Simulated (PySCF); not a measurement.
Atomic charges against the basis set

Compound: C₈H₁₆.
SMILES with atom numbers: `[CH3:1][CH2:2][CH:3]1[CH2:4][CH2:5][CH2:6][CH2:7][CH2:8]1` (hydrogens: H9, H10, H11 on C1; H12, H13 on C2; H14 on C3; H15, H16 on C4; H17, H18 on C5; H19, H20 on C6; H21, H22 on C7; H23, H24 on C8)

Cartesian coordinates in Å at the PBE0-D3(BJ)/def2-SVP level; atoms count from 1:
```
atom  x, y, z in Å
C1    -2.9022    0.3187    0.2098
C2    -1.8120   -0.4412   -0.5299
C3    -0.4109   -0.3020    0.0642
C4     0.5726   -1.2617   -0.6078
C5     1.9817   -1.1482   -0.0371
C6     2.4988    0.2841   -0.1110
C7     1.5340    1.2500    0.5672
C8     0.1250    1.1298   -0.0045
H9    -3.8908    0.1341   -0.2372
H10   -2.9539    0.0121    1.2671
H11   -2.7348    1.4064    0.1902
H12   -1.7826   -0.1164   -1.5860
H13   -2.0726   -1.5136   -0.5565
H14   -0.4690   -0.5828    1.1351
H15    0.2038   -2.2972   -0.5169
H16    0.5980   -1.0385   -1.6911
H17    1.9712   -1.4745    1.0187
H18    2.6646   -1.8335   -0.5650
H19    2.6149    0.5732   -1.1714
H20    3.5011    0.3570    0.3416
H21    1.5044    1.0309    1.6500
H22    1.8957    2.2869    0.4730
H23    0.1312    1.4505   -1.0636
H24   -0.5530    1.8198    0.5225
```

PBE0 throughout (PySCF), one geometry, spherical d and f functions. The structure is a single PBE0-D3(BJ)/def2-SVP conformer in the gas phase; no vibrational or solvent corrections. Atoms taken as equivalent share a column and are averaged. The first 7 of 15 kinds of atom are listed.

Mulliken charges (e):

| basis | functions | C1 | C2 | C3 | C4/C8 | C5/C7 | C6 | H9/H10/H11 |
| --- | --- | --- | --- | --- | --- | --- | --- | --- |
| STO-3G | 56 | -0.232 | -0.139 | -0.054 | -0.142 | -0.142 | -0.142 | +0.075 |
| pcSseg-0 | 104 | -0.632 | -0.440 | -0.434 | -0.409 | -0.468 | -0.477 | +0.227 |
| 6-31G | 104 | -0.497 | -0.302 | -0.141 | -0.304 | -0.315 | -0.311 | +0.162 |
| 6-31G* | 144 | -0.531 | -0.312 | -0.123 | -0.321 | -0.326 | -0.322 | +0.172 |
| cc-pVDZ | 192 | -0.069 | -0.050 | -0.171 | -0.010 | -0.041 | -0.052 | +0.042 |
| def2-SVP | 192 | -0.061 | -0.034 | -0.199 | -0.019 | -0.032 | -0.062 | +0.039 |
| pcSseg-1 | 216 | -0.266 | -0.204 | -0.358 | -0.171 | -0.204 | -0.227 | +0.114 |
| 6-311+G(2d,p) | 312 | -0.683 | -0.177 | +0.442 | -0.337 | -0.389 | -0.261 | +0.145 |
| aug-cc-pVDZ | 328 | +0.508 | +0.842 | -0.290 | +0.813 | +0.602 | +0.592 | -0.134 |

IAO charges (e):

| basis | functions | C1 | C2 | C3 | C4/C8 | C5/C7 | C6 | H9/H10/H11 |
| --- | --- | --- | --- | --- | --- | --- | --- | --- |
| STO-3G | 56 | -0.390 | -0.251 | -0.118 | -0.251 | -0.254 | -0.255 | +0.130 |
| pcSseg-0 | 104 | -0.420 | -0.257 | -0.115 | -0.263 | -0.266 | -0.267 | +0.139 |
| 6-31G | 104 | -0.429 | -0.254 | -0.098 | -0.262 | -0.261 | -0.262 | +0.140 |
| 6-31G* | 144 | -0.408 | -0.241 | -0.093 | -0.249 | -0.248 | -0.248 | +0.133 |
| cc-pVDZ | 192 | -0.408 | -0.241 | -0.092 | -0.250 | -0.248 | -0.249 | +0.133 |
| def2-SVP | 192 | -0.398 | -0.235 | -0.093 | -0.244 | -0.243 | -0.244 | +0.130 |
| pcSseg-1 | 216 | -0.407 | -0.242 | -0.097 | -0.251 | -0.249 | -0.250 | +0.133 |
| 6-311+G(2d,p) | 312 | -0.421 | -0.248 | -0.096 | -0.256 | -0.255 | -0.255 | +0.137 |
| aug-cc-pVDZ | 328 | -0.419 | -0.247 | -0.094 | -0.255 | -0.254 | -0.254 | +0.137 |

Hirshfeld charges (e):

```
        basis  functions      C1      C2      C3   C4/C8   C5/C7      C6  H9/H10/H11
       STO-3G         56  -0.043  -0.013  +0.009  -0.019  -0.016  -0.017      +0.012
     pcSseg-0        104  -0.102  -0.049  -0.007  -0.057  -0.054  -0.055      +0.033
        6-31G        104  -0.101  -0.052  -0.011  -0.058  -0.056  -0.056      +0.032
       6-31G*        144  -0.102  -0.054  -0.015  -0.059  -0.058  -0.058      +0.032
      cc-pVDZ        192  -0.110  -0.059  -0.018  -0.064  -0.063  -0.064      +0.035
     def2-SVP        192  -0.113  -0.061  -0.018  -0.066  -0.065  -0.065      +0.036
     pcSseg-1        216  -0.115  -0.064  -0.022  -0.069  -0.068  -0.069      +0.037
6-311+G(2d,p)        312  -0.116  -0.071  -0.033  -0.073  -0.073  -0.074      +0.038
  aug-cc-pVDZ        328  -0.123  -0.074  -0.033  -0.077  -0.077  -0.077      +0.040
```

Some averages cover members that differ in this geometry, most widely: C4/C8, Mulliken in 6-311+G(2d,p) -0.377 to -0.297; C5/C7, Mulliken in aug-cc-pVDZ +0.576 to +0.627; C4/C8, Mulliken in aug-cc-pVDZ +0.795 to +0.832; H9/H10/H11, Mulliken in aug-cc-pVDZ -0.147 to -0.121 e.

**Question.** Which scheme is steadiest as the basis changes?

**Answer.** Largest range over the bases for any column: IAO 0.04 e, Hirshfeld 0.08 e, Mulliken 1.28 e. IAO charges move least and Mulliken charges most, counted in e. Without the minimal STO-3G basis the ranges are IAO 0.03, Hirshfeld 0.03, Mulliken 1.28 e.

**Question.** How much do the charges still move between the two largest bases, 6-311+G(2d,p) and aug-cc-pVDZ?

**Answer.** At most, over all atoms: Mulliken 1.208 e, IAO 0.002 e, Hirshfeld 0.007 e.

**Question.** What do the same runs give for the total energy, the frontier levels and the dipole moment?

**Answer.** 
```
        basis  energy (Eh)  HOMO (eV)  LUMO (eV)  μ (D)
       STO-3G    -310.4430      -6.93       9.48   0.02
     pcSseg-0    -313.4206      -8.35       2.09   0.04
        6-31G    -314.0425      -8.02       2.67   0.03
       6-31G*    -314.1147      -8.01       2.68   0.03
      cc-pVDZ    -314.1342      -8.09       1.89   0.03
     def2-SVP    -313.8989      -8.17       1.78   0.03
     pcSseg-1    -314.0753      -8.22       1.50   0.04
6-311+G(2d,p)    -314.2019      -8.16       0.34   0.06
  aug-cc-pVDZ    -314.1503      -8.13      -0.02   0.06
```
